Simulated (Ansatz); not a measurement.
Basis sets compared for [VF6]2- (VF₆²⁻). Total charge -2; doublet. Geometry r2SCAN-D4/def2-SVPD. Ansatz on 4 threads of Arm Neoverse N1 on a shared host; times are rough, and most runs start from earlier orbitals.

```xyz
7

V     0.000    0.000    0.000
F    -0.754    1.593    0.672
F     0.754   -1.593   -0.672
F    -1.604   -0.401   -0.848
F     1.604    0.401    0.849
F    -0.531   -0.899    1.536
F     0.531    0.899   -1.536
```

A multiply charged anion in the gas phase is held together partly by the finite basis. Removing one electron lowers the energy by 0.44 eV at PBE0-D4/def2-TZVPD, so it isn't bound. At PBE-D4/def2-SVPD, PBE-D4/def2-TZVPD, PBE0-D4/def2-SVPD, PBE0-D4/def2-TZVPD the highest occupied level of the charge -2 doublet lies above zero (up to 5.28 eV). By energy differences it is unbound by 1.88 eV (vertical, to the charge -1 singlet, at PBE-D4/def2-TZVPD) and held by the finite basis. No other spin state of charge -2 was run.

| level | functions | energy (Eh) | HOMO (eV) | LUMO (eV) | wall time |
| --- | --- | --- | --- | --- | --- |
| PBE-D4/def2-SVPD | 172 | -1542.0697 | 5.11 | 5.35 | 18 s |
| PBE0-D4/def2-SVPD | 172 | -1542.0331 | 1.92 | 6.09 | 33 s |

(1) Estimate the rows for PBE-D4/def2-TZVPD, PBE0-D4/def2-TZVPD (with forces).

Answers

(1) 
```csv
level,functions,energy (Eh),HOMO (eV),LUMO (eV),wall time
PBE-D4/def2-TZVPD,288,-1542.8762,5.28,5.53,31 s
PBE0-D4/def2-TZVPD (with forces),288,-1542.8431,2.16,6.37,99 s
```
